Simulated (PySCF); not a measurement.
# Electron correlation in Hg⁺ (mercury, charge +1)

[Xe] 4f14 5d10 6s1, 2S determinant. Computed with PySCF 2.14 in aug-cc-pVDZ-PP with ECP60MDF, with scalar relativity through the core potential. Frozen: 5s2 5p6; 11 electrons correlated.

| level | correlation energy (mhartree) |
| --- | --- |
| CCSD | -295.89 |
| (T) | -5.67 |
| CCSD(T) | -301.56 |

Diagnostics: T1 = 0.0076, D1 = 0.0273, largest double amplitude 0.018.

Cost of the coupled-cluster step: roughly 4 core-seconds, for 11 correlated electrons.
